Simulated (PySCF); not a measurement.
Compound: C4H11SSi2 (doublet state).
Geometry (GFN2-xTB, Å), atoms numbered from 1 in this order:
```
atom  x, y, z in Å
Si1   -0.179   -2.749   -0.201
C2     0.089   -0.936    0.318
C3     1.305   -0.333   -0.390
C4     1.609    1.095    0.045
S5     0.450    2.330   -0.622
C6    -1.022    1.920    0.366
Si7   -1.477    0.111    0.016
H8    -1.258   -3.379    0.552
H9    -0.330   -2.901   -1.644
H10    0.292   -0.924    1.396
H11    1.150   -0.341   -1.472
H12    2.191   -0.942   -0.181
H13    2.584    1.407   -0.329
H14    1.601    1.189    1.133
H15   -1.793    2.613    0.040
H16   -0.792    2.131    1.409
H17   -1.889    0.017   -1.387
H18   -2.541   -0.302    0.936
```

The hyperfine couplings belong to this conformer and change with its torsions.

The species is `C1C[C@@H]([SiH2]CS1)[SiH2]` [radical].

The calculation used PySCF, UKS B3LYP, pcH-1 on C H S Si, non-relativistic, mean-field spin-orbit, GIAO. One conformer (not necessarily the lowest) at the GFN2-xTB geometry, without solvent, vibrations or thermal averaging. The geometry wasn't refined by DFT: couplings that depend on bond lengths, twists or pyramidal angles can differ widely from those at the functional's own minimum, by a factor of two or more for some ions and for spin on atoms past the first row. Stability of the SCF solution: not tested.

Mulliken spin populations: Si1 +0.971, C2 -0.003, C3 -0.002, C4 -0.001, S5 0.000, C6 +0.015, Si7 +0.020, H8 -0.003, H9 -0.001, H10 0.000, H11 -0.001, H12 +0.007, H13 0.000, H14 0.000, H15 +0.002, H16 0.000, H17 -0.001, H18 -0.001.

Q: Give the computed dipolar 1H tensors of H10, H11, H12, H13, H14, H15, H16, H17, H18.

A: 
```tsv
atom	position	distance from Si1 (Å)	T1 (MHz)	T2	T3
H10	2 bonds from Si1	2.47	-4.21	-2.36	6.57
H11	3 bonds from Si1	3.03	-2.07	-1.53	3.60
H12	3 bonds from Si1	2.98	-3.30	-1.99	5.30
H13	4 bonds from Si1	4.99	-0.64	-0.51	1.15
H14	4 bonds from Si1	4.52	-0.99	-0.58	1.56
H15	4 bonds from Si1	5.60	-1.07	-0.33	1.40
H16	4 bonds from Si1	5.17	-1.15	-0.30	1.45
H17	3 bonds from Si1	3.46	-1.88	-0.68	2.56
H18	3 bonds from Si1	3.59	-1.65	-0.74	2.39
```

Q: Estimate them with point dipoles: put each population ρk at its nucleus, leave out the nucleus itself and the atom bound to it, and sum T = Σ [ρk/(2S)]·C·(3 n nᵀ − 1)/r³ with C = μ0 gₑ μB g_N μN/(4π h) = 79.06 MHz Å³.

A: 
```json
{"atom": "H10", "T1 (MHz)": "-5.19", "T2": "-4.85", "T3": "10.04", "T3, computed": "6.57", "difference in T3 (%)": "+53"}
{"atom": "H11", "T1 (MHz)": "-2.79", "T2": "-2.59", "T3": "5.39", "T3, computed": "3.60", "difference in T3 (%)": "+50"}
{"atom": "H12", "T1 (MHz)": "-2.92", "T2": "-2.85", "T3": "5.77", "T3, computed": "5.30", "difference in T3 (%)": "+9"}
{"atom": "H13", "T1 (MHz)": "-0.67", "T2": "-0.58", "T3": "1.25", "T3, computed": "1.15", "difference in T3 (%)": "+9"}
{"atom": "H14", "T1 (MHz)": "-0.92", "T2": "-0.70", "T3": "1.62", "T3, computed": "1.56", "difference in T3 (%)": "+4"}
{"atom": "H15", "T1 (MHz)": "-0.54", "T2": "-0.52", "T3": "1.05", "T3, computed": "1.40", "difference in T3 (%)": "-25"}
{"atom": "H16", "T1 (MHz)": "-0.66", "T2": "-0.54", "T3": "1.21", "T3, computed": "1.45", "difference in T3 (%)": "-17"}
{"atom": "H17", "T1 (MHz)": "-1.90", "T2": "-1.73", "T3": "3.64", "T3, computed": "2.56", "difference in T3 (%)": "+42"}
{"atom": "H18", "T1 (MHz)": "-1.71", "T2": "-1.55", "T3": "3.26", "T3, computed": "2.39", "difference in T3 (%)": "+36"}
```

In T3 the estimate is closest for H14 (+4 %, 4.52 Å from Si1) and worst for H10 (+53 %, 2.47 Å).

Q: If all the spin sat on Si1, T∥ = 2C/r³. What distance does the computed T3 of H13 then imply?

A: r = (2 × 79.06/1.15)^(1/3) = 5.16 Å, against 4.99 Å in the structure.

The run took 1.7 min of wall time (grids of density and orbitals included) on one thread of an Arm Neoverse V2, shared host with 96 logical CPUs at a one-minute load of 37, and the process peaked at 1.1 GiB of memory.
